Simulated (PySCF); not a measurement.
Se(Cl)(Me) (CH3ClSe), SMILES C[Se]Cl.

The structure is a stationary point at B3LYP-D3(BJ)/def2-TZVP.

Vertical ionisation energy (IE) and electron affinity (EA) in eV. Rows of orbital energies are one-electron estimates. Where ΔSCF, EOM or ADC give a negative EA the extra electron is unbound and the value depends on the basis.

```tsv
level	IE	EA
−ε(HOMO), −ε(LUMO), CAM-B3LYP/def2-TZVPD (PySCF)	7.96	1.09
ADC(2)/aug-cc-pVDZ (PySCF)	8.37	0.15
```

Task: Beyond the first one, list the lowest photoelectron lines from ADC(2)/aug-cc-pVDZ in PySCF with their pole strengths (two spins summed). (The exact figures need the calculation; the answer reports its results.)

Result: 10.49 eV (1.78), 11.45 eV (1.75), 12.14 eV (1.78), 13.19 eV (1.78), 14.79 eV (1.76).
